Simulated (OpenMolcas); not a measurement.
## How basis sets differ on SiHCl2F (SMILES F[SiH](Cl)Cl)

The species is SiHCl2F (5 atoms), meant as a singlet with charge 0. As SMILES, `F[SiH](Cl)Cl`. Geometry: relaxed at PBE0-D4/def2-TZVP.

Quantity: the dipole moment, in D. The values are calculated.

```json
{"level": "HF/ANO-XS-MB (DKH2)", "kind": "Hartree–Fock", "program": "OpenMolcas", "value (D)": "2.04"}
{"level": "HF/STO-3G", "kind": "Hartree–Fock", "program": "OpenMolcas", "value (D)": "2.44"}
{"level": "HF/3-21G", "kind": "Hartree–Fock", "program": "OpenMolcas", "value (D)": "2.15"}
{"level": "HF/ANO-R1 (sfX2C, RICD fitting)", "kind": "Hartree–Fock", "program": "OpenMolcas", "value (D)": "1.32"}
{"level": "HF/def2-SVPD", "kind": "Hartree–Fock", "program": "OpenMolcas", "value (D)": "1.25"}
```

The values span 1.25 to 2.44 D. Magnitudes only. Sets without polarisation functions give poor dipoles.
